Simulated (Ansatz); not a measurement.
Coupled-cluster diagnostics for the cluster AlGa₂⁻ (the lowest singlet isomer of a short search), Ansatz.

Geometry of the singlet (B3LYP-D4/def2-TZVPD):

```xyz
3

Al   -1.440    0.196   -0.204
Ga    0.510   -0.385    1.305
Ga    0.929    0.189   -1.101
```

Correlated methods freeze 23 core orbitals; core or outer-core shells of Ga are correlated, in sets that lack core-valence functions. At PBE0-D4/def2-TZVPD a broken-symmetry singlet of charge -1 lies 0.18 eV below the triplet, each at its own geometry. At PBE0-D4/def2-TZVPD a broken-symmetry singlet of charge -1 lies 0.31 eV below the quintet, each at its own geometry. The structure comes from a short search, and lower isomers may exist.

Geometry of the charge -1 triplet (B3LYP-D4/def2-TZVPD):

Cartesian coordinates in Å:
```
Al -0.6912 1.1359 -0.4246
Ga 1.2504 -0.4103 -0.8389
Ga -0.5592 -0.7255 1.2635
```

Geometry of the charge -1 quintet (B3LYP-D4/def2-TZVPD):

```csv
atom,x (Å),y (Å),z (Å)
Al1,1.567,-0.167,0.197
Ga2,-0.669,1.443,0.140
Ga3,-0.898,-1.276,-0.337
```

(1) Estimate the CCSD(T) correlation energy, the shares of MP2 and (T), T1 and the reference's ⟨S²⟩ for: charge -1, singlet, own geometry in def2-TZVPPD; charge -1, triplet, own geometry in def2-TZVPPD; charge -1, quintet, own geometry in def2-TZVPPD; charge 0, doublet, vertical in def2-TZVPPD; and the rough time on 4 threads of Arm Neoverse V1 on a shared host.

## Answers

(1) 
| state | basis | correlation (eV) | MP2 share (%) | (T) share (%) | T1 | ⟨S²⟩ (pure) | wall time | remarks |
| --- | --- | --- | --- | --- | --- | --- | --- | --- |
| charge -1, singlet, own geometry | def2-TZVPPD | -15.197 | 94.5 | 6.7 | 0.022 | 0.00 (0.00) | 15 s | large T1, restricted SCF unstable |
| charge -1, triplet, own geometry | def2-TZVPPD | -13.891 | 91.5 | 5.9 | 0.057 | 2.98 (2.00) | 56 s | large T1, spin-contaminated |
| charge -1, quintet, own geometry | def2-TZVPPD | -13.788 | 93.4 | 5.7 | 0.019 | 6.04 (6.00) | 17 s | – |
| charge 0, doublet, vertical | def2-TZVPPD | -13.536 | 91.9 | 5.9 | 0.048 | 1.84 (0.75) | 47 s | large T1, spin-contaminated |
Customary marks for T1 are 0.02 (closed shells), 0.045 (open shells) and about 0.05 (3d metals). T1 exceeds 0.02 in 3 of 4 rows and 0.045 in 2; the higher it lies, the less the single-reference result can be trusted.
